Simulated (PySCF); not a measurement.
Si(F)(Cl)(Br)(OH) (BrClFHOSi), SMILES [Si](O)(F)(Cl)Br.

The structure is a stationary point at PBE-D3(BJ)/def2-SVP. Other conformers were not sampled.

Calculation: PBE-D3(BJ)/def2-SVP run with PySCF.

Frequencies are harmonic and unscaled.

```json
[
 {"mode": "1", "ν (cm⁻¹)": "122", "IR (km/mol)": "30.6", "moving atoms (share of kinetic energy)": "H 32 %, Cl 27 %, Br 14 %, F 13 %, O 11 %"},
 {"mode": "2", "ν (cm⁻¹)": "148", "IR (km/mol)": "20.3", "moving atoms (share of kinetic energy)": "Cl 26 %, H 22 %, F 19 %, O 17 %, Br 12 %"},
 {"mode": "3", "ν (cm⁻¹)": "218", "IR (km/mol)": "40.5", "moving atoms (share of kinetic energy)": "F 37 %, H 34 %, O 12 %, Br 11 %"},
 {"mode": "4", "ν (cm⁻¹)": "247", "IR (km/mol)": "10.5", "moving atoms (share of kinetic energy)": "O 29 %, F 25 %, Si 20 %, Cl 13 %, Br 11 %"},
 {"mode": "5", "ν (cm⁻¹)": "254", "IR (km/mol)": "20.1", "moving atoms (share of kinetic energy)": "O 32 %, Br 19 %, F 18 %, H 16 %, Cl 9 %"},
 {"mode": "6", "ν (cm⁻¹)": "288", "IR (km/mol)": "22.2", "moving atoms (share of kinetic energy)": "F 31 %, O 31 %, Cl 25 %"},
 {"mode": "7", "ν (cm⁻¹)": "431", "IR (km/mol)": "68.1", "moving atoms (share of kinetic energy)": "Si 44 %, O 16 %, F 14 %, Cl 13 %, Br 13 %"},
 {"mode": "8", "ν (cm⁻¹)": "585", "IR (km/mol)": "181.4", "moving atoms (share of kinetic energy)": "Si 58 %, Cl 30 %, H 8 %"},
 {"mode": "9", "ν (cm⁻¹)": "783", "IR (km/mol)": "275.5", "moving atoms (share of kinetic energy)": "H 59 %, O 27 %, Si 10 %"},
 {"mode": "10", "ν (cm⁻¹)": "872", "IR (km/mol)": "124.3", "moving atoms (share of kinetic energy)": "Si 37 %, F 36 %, H 16 %, O 11 %"},
 {"mode": "11", "ν (cm⁻¹)": "960", "IR (km/mol)": "102.4", "moving atoms (share of kinetic energy)": "Si 46 %, O 30 %, F 16 %"},
 {"mode": "12", "ν (cm⁻¹)": "3757", "IR (km/mol)": "111.1", "moving atoms (share of kinetic energy)": "H 94 %"}
]
```
